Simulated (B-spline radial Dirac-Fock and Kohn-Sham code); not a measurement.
## X-ray lines that fill the 2s vacancy in Re

System: the free rhenium atom, 1s2 2s2 2p6 3s2 3p6 3d10 4s2 4p6 4d10 4f14 5s2 5p6 5d5 6s2.

Input file task.json (cfg lists n, l and occupation; rrms is the nuclear radius in fm):

```json
{"items": [{
  "Z": 75,
  "q": 0,
  "cfg": [[1, 0, 2], [2, 0, 2], [2, 1, 6], [3, 0, 2], [3, 1, 6], [3, 2, 10], [4, 0, 2], [4, 1, 6], [4, 2, 10], [4, 3, 14], [5, 0, 2], [5, 1, 6], [5, 2, 5], [6, 0, 2]],
  "A": 187,
  "rrms": 5.3698,
  "do": ["binding", "quiet", "decay"],
  "holes": ["K", "L1", "L2", "L3", "M1", "M2", "M3", "M4", "M5", "N1", "N2", "N3", "N4", "N5", "N6", "N7"]
}]}
```

Command: `python xray_run.py task.json out`

The computed values come from a radial finite-basis atomic code: independent-particle rates on relativistic LDA orbitals of the hole state (multipoles up to L = 3, Coulomb Auger matrix elements, transition energies from Dirac-Fock).

```csv
line,multipole,energy (eV),rate (s⁻¹),share (%),tabulated share (%)
L1-L2,E1,576.0,2.88e+11,0.0217,–
L1-L3,E1,1999.4,2.83e+13,2.13,2.07
Lβ4 (L1-M2),E1,9850.0,4.35e+14,32.8,32.9
Lβ3 (L1-M3),E1,10162.9,5.38e+14,40.5,40.5
L1-M4,E2,10584.8,1.31e+13,0.989,0.981
L1-M5,E2,10651.4,1.96e+13,1.48,1.47
Lγ2 (L1-N2),E1,12010.2,1.07e+14,8.08,8.12
Lγ3 (L1-N3),E1,12083.3,1.41e+14,10.6,10.6
L1-N4,E2,12258.4,1.82e+12,0.137,–
L1-N5,E2,12271.9,2.85e+12,0.215,0.219
L1-O2,E1,12483.0,1.75e+13,1.32,1.30
Lγ4 (L1-O3),E1,12493.9,2.24e+13,1.69,1.66
```

The listed lines hold 100.0 % of the radiative rate. The radiative width is 0.873 eV in the length form and 0.877 eV in the velocity form; the two differ because the transition energies are not eigenvalue differences of the potential that gave the orbitals. Tabulated shares: Scofield radiative rates as tabulated in xraylib 4.2.
